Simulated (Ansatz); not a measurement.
Ansatz (a quantum-chemistry and plane-wave program) input (B3LYP/LANL2DZ): The .json file is the Basis Set Exchange's LANL2DZ.

Ansatz 0.2 input:
```yaml
crystal:
  periodic: [false, false, false]
  atoms:
    - {symbol: Ta, position_ang: [0.18903900, 0.01764100, 0.24473500]}
    - {symbol: O, position_ang: [1.53795100, -0.80356100, -0.47784200]}
    - {symbol: O, position_ang: [-0.63822600, -1.15055300, 1.22810000]}
    - {symbol: Cl, position_ang: [-1.23515500, 0.84383100, -1.40398300]}
basis:
  gaussian:
    orbitals: LANL2DZ.json
hamiltonian:
  xc: {name: B3LYP}
relax: {f_tol: 0.003, max_steps: 120}
```

Output:

```
Functional definition: B3LYP
integrals: 0.02 GiB planned
776 factors; integrals over basis functions are off by at most 2.8e-5 eV
mean field: 0.16 GiB planned
mean field evaluation 1: about -6056.0478 eV, gradient 9.7e1 eV
mean field evaluation 2: about -5708.8737 eV, gradient 3.0e2 eV
mean field evaluation 4: about -6076.5959 eV, gradient 1.9e1 eV
mean field evaluation 8: about -6077.4306 eV, gradient 7.4e-1 eV
mean field evaluation 16: about -6077.4708 eV, gradient 5.2e-5 eV
mean field -6077.47080607 eV, -223.3429326654 hartree, gradient 9.3e-6 eV, S^2 0.000000; 0 other end points of the search recorded, 0 dependent functions left out
the calculation of the forces begins
reference -6077.47108844 eV, -223.3429430425 hartree; 18, 18 occupied and 30, 30 virtual orbitals, 776 factors
relax step   1: F+E_penalty+E_count = -6077.47080607 eV  Δ(F+E_penalty+E_count) = +0.000e0 eV  max|allowed force component| = 6.204e-1 eV/Å  Δτ_max = 0.0000 Å  (31 SCF iters, accepted)
these checks for a lower state are left out or cut short: starts, cluster_reference, orbital_swaps, neighbouring_geometries, increment
integrals: 0.02 GiB planned
776 factors; integrals over basis functions are off by at most 2.9e-5 eV
mean field: 0.16 GiB planned
mean field -6077.47145132 eV, -223.3429563777 hartree, gradient 1.8e-5 eV, S^2 0.000000; 0 other end points of the search recorded, 0 dependent functions left out
the calculation of the forces begins
reference -6077.47173377 eV, -223.3429667577 hartree; 18, 18 occupied and 30, 30 virtual orbitals, 776 factors
relax step   2: F+E_penalty+E_count = -6077.47145132 eV  Δ(F+E_penalty+E_count) = -6.452e-4 eV  max|allowed force component| = 3.861e-1 eV/Å  Δτ_max = 0.0790 Å  (38 SCF iters, accepted)
these checks for a lower state are left out or cut short: starts, cluster_reference, orbital_swaps, neighbouring_geometries, increment
integrals: 0.02 GiB planned
776 factors; integrals over basis functions are off by at most 2.8e-5 eV
mean field: 0.16 GiB planned
mean field evaluation 32: about -6077.4862 eV, gradient 1.6e-3 eV
mean field -6077.48619810 eV, -223.3434983122 hartree, gradient 2.7e-5 eV, S^2 0.000000; 0 other end points of the search recorded, 0 dependent functions left out
the calculation of the forces begins
reference -6077.48648098 eV, -223.3435087077 hartree; 18, 18 occupied and 30, 30 virtual orbitals, 776 factors
relax step   3: F+E_penalty+E_count = -6077.48619810 eV  Δ(F+E_penalty+E_count) = -1.475e-2 eV  max|allowed force component| = 5.314e-2 eV/Å  Δτ_max = 0.0485 Å  (32 SCF iters, accepted)
these checks for a lower state are left out or cut short: starts, cluster_reference, orbital_swaps, neighbouring_geometries, increment
integrals: 0.02 GiB planned
776 factors; integrals over basis functions are off by at most 2.8e-5 eV
mean field: 0.16 GiB planned
mean field -6077.48630868 eV, -223.3435023759 hartree, gradient 8.9e-5 eV, S^2 0.000000; 0 other end points of the search recorded, 0 dependent functions left out
the calculation of the forces begins
reference -6077.48659161 eV, -223.3435127734 hartree; 18, 18 occupied and 30, 30 virtual orbitals, 776 factors
relax step   4: F+E_penalty+E_count = -6077.48630868 eV  Δ(F+E_penalty+E_count) = -1.106e-4 eV  max|allowed force component| = 3.838e-2 eV/Å  Δτ_max = 0.0014 Å  (23 SCF iters, accepted)
these checks for a lower state are left out or cut short: starts, cluster_reference, orbital_swaps, neighbouring_geometries, increment
integrals: 0.02 GiB planned
776 factors; integrals over basis functions are off by at most 2.8e-5 eV
mean field: 0.16 GiB planned
mean field -6077.48645942 eV, -223.3435079155 hartree, gradient 1.8e-5 eV, S^2 0.000000; 0 other end points of the search recorded, 0 dependent functions left out
the calculation of the forces begins
reference -6077.48674263 eV, -223.3435183231 hartree; 18, 18 occupied and 30, 30 virtual orbitals, 776 factors
relax step   5: F+E_penalty+E_count = -6077.48645942 eV  Δ(F+E_penalty+E_count) = -1.507e-4 eV  max|allowed force component| = 7.140e-3 eV/Å  Δτ_max = 0.0070 Å  (28 SCF iters, accepted)
these checks for a lower state are left out or cut short: starts, cluster_reference, orbital_swaps, neighbouring_geometries, increment
integrals: 0.02 GiB planned
776 factors; integrals over basis functions are off by at most 2.8e-5 eV
mean field: 0.16 GiB planned
mean field -6077.48647761 eV, -223.3435085837 hartree, gradient 2.8e-5 eV, S^2 0.000000; 0 other end points of the search recorded, 0 dependent functions left out
the calculation of the forces begins
reference -6077.48676076 eV, -223.3435189894 hartree; 18, 18 occupied and 30, 30 virtual orbitals, 776 factors
relax step   6: F+E_penalty+E_count = -6077.48647761 eV  Δ(F+E_penalty+E_count) = -1.818e-5 eV  max|allowed force component| = 9.686e-4 eV/Å  Δτ_max = 0.0019 Å  (27 SCF iters, accepted)
integrals: 0.02 GiB planned
776 factors; integrals over basis functions are off by at most 2.8e-5 eV
mean field: 0.16 GiB planned
mean field evaluation 64: about -6077.4144 eV, gradient 4.0e0 eV
mean field -6077.48647761 eV, -223.3435085837 hartree, gradient 2.8e-5 eV, S^2 0.000000; 1 other end points of the search recorded, 0 dependent functions left out
the calculation of the forces begins
reference -6077.48676076 eV, -223.3435189894 hartree; 18, 18 occupied and 30, 30 virtual orbitals, 776 factors
Total energy: -6077.48676076 eV, -223.3435189894 hartree
Atom 0 at     0.201531     0.033755     0.263948 Å, force     0.000437    -0.000969     0.000361 eV/Å
Atom 1 at     1.535388    -0.811467    -0.479806 Å, force    -0.000558     0.000477     0.000121 eV/Å
Atom 2 at    -0.638004    -1.158015     1.223953 Å, force     0.000146     0.000589    -0.000430 eV/Å
Atom 3 at    -1.245307     0.843086    -1.417084 Å, force    -0.000025    -0.000097    -0.000051 eV/Å
Dipole moment:     0.312026     1.014565     0.604399 e Å
```

The geometry given is a B3LYP-D3(BJ)/def2-TZVP minimum.
